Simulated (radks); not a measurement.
Values are calculated unless marked as measured or tabulated.
Question: Cu, 29 electrons, occupied as [Ar] 3d9.5 4s0.5 4p1 (fractional occupations, a model configuration). Level of theory: non-relativistic Kohn-Sham, PBEsol, spin-polarised, spherical densities, point nucleus; open shells are filled with parallel spins first (a radial shooting solver on a logarithmic mesh with Libxc functionals). Some entries of the table are withheld. Estimate them.

| orbital | occ. | eigenvalue (hartree) | r(max) (bohr) | <r> (bohr) |
|---|---|---|---|---|
| 1s up | 1 | -321.2919 | 0.03491 | 0.05294 |
| 1s down | 1 | -321.2907 | 0.03491 | 0.05294 |
| 2s up | 1 | -38.34671 | 0.1999 | 0.2389 |
| 2s down | 1 | -38.33648 | 0.1999 | 0.2388 |
| 2p up | 3 | -33.64813 | 0.1596 | 0.2079 |
| 2p down | 3 | -33.64014 | 0.1596 | 0.2079 |
| 3s up | 1 | -4.23685 | 0.6219 | 0.7220 |
| 3s down | 1 | -4.21736 | 0.6220 | 0.7220 |
| 3p up | 3 | (1) | 0.6228 | 0.7526 |
| 3p down | 3 | (2) | 0.6229 | 0.7525 |
| 3d up | 5 | -0.34949 | 0.5977 | 0.9871 |
| 3d down | 4.5 | -0.32576 | 0.5977 | 0.9736 |
| 4s up | 0.5 | -0.24917 | 2.217 | (3) |
| 4s down | 0 | -0.19989 | 2.190 | (4) |
| 4p up | 1 | -0.08117 | 3.084 | 4.017 |

Answer: 
(1) 3p up eigenvalue (hartree): -2.77664
(2) 3p down eigenvalue (hartree): -2.75690
(3) 4s up <r> (bohr): 2.765
(4) 4s down <r> (bohr): 2.760
